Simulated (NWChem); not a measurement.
## Total energies of iminoborane (H$_{2}$BN)

```xyz
4

B      0.0000     0.0000    -0.7011
N      0.0000     0.0000     0.5488
H      0.0000     0.0000    -1.8910
H      0.0000     0.0000     1.5544
```
Charge 0, spin multiplicity 1.

The numbers come from NWChem runs, not from measurements. The geometry was optimised at PBE/def2-SVP, a minimum by its harmonic frequencies.

Basis set: def2-TZVP (74 functions).

```
method   total energy (Ha)
-------  -----------------
RHF              -80.32637
MP2              -80.62672
B2PLYP           -80.76556
PBE              -80.72224
B3LYP            -80.84181
M06-2X           -80.79898
CCSD(T)          -80.65273
```

Total energies of different functionals aren't comparable as a measure of quality: only differences taken within one method are. 

The correlated methods keep 2 core orbitals frozen. B3LYP has NWChem's definition, with VWN1-RPA local correlation. Coupled-cluster values serve here as a point of comparison, not as the truth.
